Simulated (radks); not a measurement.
Results of a calculation; reference values are marked as such.
Sc I, 21 electrons, occupied as [Ar] 3d1 4s2. Code: a radial shooting solver on a logarithmic mesh with Libxc functionals. Model: non-relativistic Kohn-Sham, PBEsol, spin-polarised, spherical densities, point nucleus; open shells are filled with parallel spins first. Some entries of the table are withheld. Estimate them.

orbital  occ.  eigenvalue (hartree)  <r^2> (bohr^2)
1s down     1             -160.4152        0.007283
1s up       1             -160.4150        0.007283
2s up       1             -17.23275          0.1420
2s down     1             -17.22446          0.1419
2p up       3             -14.23730          0.1178
2p down     3             -14.23094          0.1177
3s up       1              -2.00563             (1)
3s down     1              -1.97711             (2)
3p up       3              -1.24391           1.619
3p down     3              -1.21515           1.619
4s up       1              -0.15730           15.64
4s down     1              -0.14690           16.49
3d up       1              -0.13509           4.500
3d down     0              -0.10939           4.994

Answer. 
(1) 3s up <r^2> (bohr^2): 1.353
(2) 3s down <r^2> (bohr^2): 1.352
